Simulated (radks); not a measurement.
Ar II, 17 electrons, occupied as [Ne] 3s2 3p5.

Method: non-relativistic Kohn-Sham, PBE, spin-unpolarised, spherical densities, point nucleus; computed with a radial shooting solver on a logarithmic mesh with Libxc functionals.

Energy parts (eV):
| part | energy |
|---|---|
| total | -14333.745 |
| kinetic | 14317.825 |
| electron-nucleus | -33898.534 |
| Hartree | 6070.887 |
| exchange-correlation | -823.924 |

Orbitals (lengths in bohr, moments of r in powers of bohr; r(max) is where P^2 peaks):
| orbital | occ. | eigenvalue (eV) | r(max) |
|---|---|---|---|
| 1s | 2 | -3120.766 | 0.05653 |
| 2s | 2 | -308.6166 | 0.3406 |
| 2p | 6 | -243.6929 | 0.2816 |
| 3s | 2 | -36.4538 | 1.169 |
| 3p | 5 | -22.1317 | 1.263 |

The highest occupied level is 3p at -22.132 eV. For comparison, the ionisation energy in NIST's Atomic Spectra Database is 27.630 eV (measured). In exact Kohn-Sham theory the highest level is minus the ionisation energy, but local and semilocal functionals leave it too shallow, through self-interaction and a potential that decays too fast; potentials with the right tail come closer. Virial ratio -V/T = 2.00111.

Beside tabulated values, note that spin-unpolarised runs miss the spin-polarisation part of the exchange energy of open shells.
